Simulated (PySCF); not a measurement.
Delta-SCF ions had no search for a lower state. 

F3In, SMILES `[F][In]([F])[F]` (charge 0, multiplicity 1)

Computed with PySCF with CAM-B3LYP-D3(BJ)/def2-TZVP.

| Item | Value |
|---|---|
| HOMO | -12.72 eV |
| dipole moment | 0.00 D |
| LUMO | -2.50 eV |
| HOMO–LUMO gap | 10.23 eV |
| S1 excitation (TDA) | 6.40 eV |
| S1 oscillator strength | 0.000 |
| brightest of the four lowest singlets (TDA) | 6.40 eV |
| T1 excitation (TDA) | 5.65 eV |
| S1–T1 gap (TDA) | 0.75 eV |
| vertical ionisation energy (Delta-SCF) | 14.03 eV |
| total energy | -489.7958 Ha |
| cost | roughly 60 core-seconds |

```xyz
4

F      1.7264    -0.8334    -0.0394
In     0.0002     0.0001     0.0000
F     -0.1418     1.9118     0.0313
F     -1.5849    -1.0785     0.0081
```
